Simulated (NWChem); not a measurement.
A series in which one site is exchanged, each optimised at PBE0/def2-SVP with NWChem, gas phase unless a solvent is named. Some are not confirmed as minima by frequencies. def2 effective core potentials on In, I; no spin-orbit coupling.

A: [I][In]([I])[I] (InI$_{3}$; site = I)
B: [F][In]([I])[I] (InI2F; site = F)
C: [I][InH][I] (InHI2; site = H)
D: [Cl][In]([I])[I] (InI2Cl; site = Cl)

Values for A:

| Quantity | Value |
|---|---|
| dipole (D), PBE0/def2-SVP | 0.00 |
| orbital gap (eV), PBE0/def2-SVP | 4.62 |
| static polarisability, CAM-B3LYP/def2-SVPD (bohr³) | 151.4 |
| lowest singlet excitation, CAM-B3LYP/def2-SVPD, TDA (eV) | 3.75 |

**Question.** How do these values change for the other members?

**Answer.** 
```json
[
 {"change from A": "dipole (D), PBE0/def2-SVP", "B": "+1.74", "C": "+1.70", "D": "+1.02"},
 {"change from A": "orbital gap (eV), PBE0/def2-SVP", "B": "+0.32", "C": "+0.80", "D": "+0.26"},
 {"change from A": "static polarisability, CAM-B3LYP/def2-SVPD (bohr³)", "B": "-43.0", "C": "-39.1", "D": "-26.0"},
 {"change from A": "lowest singlet excitation, CAM-B3LYP/def2-SVPD, TDA (eV)", "B": "+0.17", "C": "+0.69", "D": "+0.15"}
]
```
